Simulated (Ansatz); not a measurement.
Start from `[CH3][Sn]([OH])([F])[Cl]` and change one atom or group to get `C[Se][Sn]([CH3])([F])[Cl]`.

Ansatz, PBE0-D4/def2-TZVP geometries, multiplicity 1. Each molecule was computed in one conformer, which needn't be the lowest.

Elements past krypton have def2 core potentials. Scalar relativity is left out up to krypton. Spin–orbit coupling is left out; it splits and shifts lone-pair levels of the heavy atoms by tenths of an eV.

```tsv
property	`[CH3][Sn]([OH])([F])[Cl]`
HOMO energy (PBE0/def2-TZVPP) / eV	-9.15
size of the dipole moment (PBE/def2-TZVPP) / D	2.50
LUMO energy (B3LYP/def2-TZVPP) / eV	-1.79
HOMO–LUMO gap (PBE/def2-TZVPP) / eV	5.11
LUMO energy (ωB97M-V/def2-TZVPP) / eV	0.53
HOMO–LUMO gap (B3LYP/def2-TZVPP) / eV	7.07
```

(1) What does the change do to each property? (Best estimate.)

Answers

(1) The calculation gave: 
| property | `C[Se][Sn]([CH3])([F])[Cl]` | shift |
| --- | --- | --- |
| HOMO energy (PBE0/def2-TZVPP) / eV | -7.10 | 2.05 |
| size of the dipole moment (PBE/def2-TZVPP) / D | 2.31 | -0.19 |
| LUMO energy (B3LYP/def2-TZVPP) / eV | -1.83 | -0.04 |
| HOMO–LUMO gap (PBE/def2-TZVPP) / eV | 3.50 | -1.61 |
| LUMO energy (ωB97M-V/def2-TZVPP) / eV | 0.39 | -0.14 |
| HOMO–LUMO gap (B3LYP/def2-TZVPP) / eV | 5.03 | -2.04 |

With PBE0 the HOMO rises by 2.05 eV and the LUMO falls by 0.09 eV, so the gap narrows by about 2.14 eV. PBE moves the HOMO by 1.59 eV and ωB97M-V by 2.16 eV. Dipoles are sizes alone; their direction can turn.

B3LYP here is the variant with VWN-RPA as its local correlation; programs differ in this.
